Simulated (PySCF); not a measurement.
Computed IR spectrum (relative IR intensity) of a molecule C2H5BF2O. Coordinates come from a PBE-D3(BJ)/def2-SVP optimisation. Other conformers were not sampled. Calculation: PBE-D3(BJ)/def2-SVP in PySCF. No scaling factor is applied to the harmonic values.

Lines under 2 % of the strongest are left out, and lines within 2 cm⁻¹ are merged.

ν (cm⁻¹): 459 (vw), 657 (w), 1072 (w), 1098 (w), 1321 (w), 1356 (m), 1394 (s), 1411 (vw), 1425 (w), 1434 (m), 1498 (vs), 2977 (w), 3036 (vw), 3073 (vw), 3079 (vw) (against the strongest line: vs over 80 %, s over 45 %, m over 15 %, w over 4 %, vw less)

**Question.** Which molecule gave these data?
(A) OCCB(F)F
(B) CCOB(F)F
(C) CB(O)C(F)F
(D) C[C@H](O)B(F)F

**Answer.** B, CCOB(F)F
